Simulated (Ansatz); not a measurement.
CHBO$_{2}$ at its PBE0-D4/def2-TZVP geometry, where that method's forces vanish. The species carries charge 0 and has multiplicity 1. The bonds changed during the relaxation, so this is another structure than the one it started from.

| atom | x (Å) | y (Å) | z (Å) |
| --- | --- | --- | --- |
| O1 | -1.975 | -1.666 | 0.625 |
| C2 | -1.225 | -1.280 | -0.116 |
| B3 | 1.064 | 0.975 | -0.178 |
| O4 | 0.762 | 1.226 | 0.955 |
| H5 | 1.374 | 0.744 | -1.285 |

(1) For each bond, give half the difference of the two atoms' forces along it (eV/Å; positive pushes the atoms apart) under PBE-D4, r2SCAN-D4, B3LYP-D4, ωB97M-V in def2-TZVPP. (Best estimate.)

Answers

(1) Ansatz gave: 
| bond | length (Å) | PBE-D4 | r2SCAN-D4 | B3LYP-D4 | ωB97M-V |
| --- | --- | --- | --- | --- | --- |
| O1–C2 | 1.122 | 1.59 | 0.51 | 0.18 | 0.09 |
| B3–O4 | 1.199 | 1.03 | 0.42 | 0.16 | 0.13 |
| B3–H5 | 1.172 | -0.41 | -0.26 | -0.19 | -0.20 |

B3LYP here is the variant with VWN-RPA as its local correlation; programs differ in this.
